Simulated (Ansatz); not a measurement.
A nudged elastic band was laid between two geometries of C2H5AlClF (10 atoms, charge 0, multiplicity 1).

All numbers below come from Ansatz 0.2.0, RKS PBE0/6-31G*.

| Item | Value |
| --- | --- |
| movable images | 7 |
| climbing image | yes |
| spring | 5.0 eV/Å² |
| optimiser | quadratic models (default) |
| start path | IDPP |
| force threshold | 0.05 eV/Å |
| iteration limit | 60 |
| end points | relaxed |

Initial state:

```xyz
10
Properties=species:S:1:pos:R:3
F -1.808 1.850 0.233
Al -0.791 0.976 1.208
C 0.397 -0.345 0.368
C 0.283 -0.445 -1.134
Cl 1.409 -1.681 -1.833
H -0.845 1.268 2.767
H 0.193 -1.322 0.829
H 1.429 -0.100 0.655
H -0.717 -0.745 -1.456
H 0.534 0.494 -1.633
```

Final state:

```xyz
10
Properties=species:S:1:pos:R:3
F -1.917 1.800 0.332
Al -0.488 1.128 0.856
C -0.164 -0.778 0.379
C 0.539 -0.640 -0.946
Cl 1.038 1.167 -1.156
H 0.284 1.888 2.017
H -1.080 -1.368 0.270
H 0.481 -1.264 1.119
H 1.487 -1.167 -1.056
H -0.096 -0.817 -1.813
```

(1) What changes between the two ends?

(2) Give the energies along the band, and the barrier.

(3) What is the geometry of the highest image?

(4) What are the harmonic wavenumbers there?

The band took 7 iterations and of the order of 3 core-minutes.

Answers

(1) Bonds formed: Al2–Cl5. The dihedral H7–C3–C4–H9 goes from 61 to -111°.

(2) The forces met the threshold. The highest image is number 3 of 0 to 8, 17.5 kJ/mol above the first end and 37.5 kJ/mol above the last; the last end lies 20.0 kJ/mol below the first. A vibrational analysis at the climbing image gives one clearly imaginary mode, 120i cm⁻¹: a first-order saddle point.

```json
{"image": "0", "path coordinate (Å)": "0.00", "energy (kJ/mol)": "0.0", "Al2–Cl5 (Å)": "4.60", "dihedral H7–C3–C4–H9 (°)": "61"}
{"image": "1", "path coordinate (Å)": "0.68", "energy (kJ/mol)": "3.7", "Al2–Cl5 (Å)": "4.54", "dihedral H7–C3–C4–H9 (°)": "45"}
{"image": "2", "path coordinate (Å)": "1.37", "energy (kJ/mol)": "12.5", "Al2–Cl5 (Å)": "4.41", "dihedral H7–C3–C4–H9 (°)": "24"}
{"image": "3", "path coordinate (Å)": "2.05", "energy (kJ/mol)": "17.5", "Al2–Cl5 (Å)": "4.21", "dihedral H7–C3–C4–H9 (°)": "-1"}
{"image": "4", "path coordinate (Å)": "2.82", "energy (kJ/mol)": "10.9", "Al2–Cl5 (Å)": "3.92", "dihedral H7–C3–C4–H9 (°)": "-29"}
{"image": "5", "path coordinate (Å)": "3.59", "energy (kJ/mol)": "0.6", "Al2–Cl5 (Å)": "3.54", "dihedral H7–C3–C4–H9 (°)": "-52"}
{"image": "6", "path coordinate (Å)": "4.36", "energy (kJ/mol)": "-7.9", "Al2–Cl5 (Å)": "3.06", "dihedral H7–C3–C4–H9 (°)": "-69"}
{"image": "7", "path coordinate (Å)": "5.13", "energy (kJ/mol)": "-17.8", "Al2–Cl5 (Å)": "2.63", "dihedral H7–C3–C4–H9 (°)": "-89"}
{"image": "8", "path coordinate (Å)": "5.90", "energy (kJ/mol)": "-20.0", "Al2–Cl5 (Å)": "2.53", "dihedral H7–C3–C4–H9 (°)": "-111"}
```

(3) 
```xyz
10
Properties=species:S:1:pos:R:3
F -1.122 2.249 0.060
Al -0.464 1.186 1.152
C 0.132 -0.534 0.425
C 0.148 -0.591 -1.109
Cl 1.805 -0.829 -1.772
H -0.382 1.652 2.668
H -0.497 -1.343 0.823
H 1.133 -0.744 0.823
H -0.451 -1.422 -1.490
H -0.220 0.324 -1.579
```

(4) 120i, 57, 112, 293, 339, 382, 582, 611, 691, 745, 870, 931, 1043, 1156, 1184, 1255, 1351, 1472, 1535, 1964, 3068, 3112, 3124, 3176 cm⁻¹.

The run took 110 s on 2 threads of Intel(R) Xeon(R) Platinum 8488C (Sapphire Rapids), on a shared host, peak memory 0.22 GiB.
